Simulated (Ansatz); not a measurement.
Gas-phase electronic energies from Ansatz, PBE0-D4/def2-TZVP geometries. CCSD(T)/CBS adds triple-zeta CCSD(T) − MP2 to the extrapolated MP2 energy (def2 sets, frozen cores). This one scheme is used for every species, atoms too. DFT in def2-TZVPP. No spin–orbit coupling; open shells (•) take unrestricted orbitals. Spin–orbit coupling would lower the free atoms: a little for Si; clearly for Ge. For Ge outer-core shells are correlated without core-valence functions, so the limit isn't a true one: a few kJ/mol of doubt a bond, and 10 to 20 or more in all where bonds break to atoms. Scalar relativity is left out up to krypton. Each species was taken in one conformer, which may not be the lowest.

Consider the atomization: `N[SiH2][GeH3]` → Ge• + 7 H• + N• + Si•.

| level | ΔE (kcal/mol) |
| --- | --- |
| ωB97M-V | 703.4 |
| CCSD/CBS(def2) | 699.9 |

Q: What does CCSD(T)/CBS give? (An estimate is asked.)

A: Ansatz gave: +707.0 kcal/mol. The listed levels differ from it by -3.6, -7.1 kcal/mol.

Largest T1 diagnostic among the species: 0.012.

In def2-TZVPP, CCSD(T) changes the Hartree–Fock value by +181.3 kcal/mol (the triples alone add +7.2 kcal/mol) and MP2 by +174.5 kcal/mol; breaking electron pairs costs correlation energy, which Hartree–Fock lacks. From r2SCAN to r2SCAN0 (25 % exact exchange), in def2-TZVPP and without D4, ΔE moves by −6.9 kcal/mol: exact exchange takes away binding that semilocal exchange gives to molecules.

For atomizations the MP2-based limit and the directly extrapolated one differ by several kJ/mol either way, and by 10 to 25 for some Ge, Se and Sn compounds, so smaller differences from it don't rank the levels.
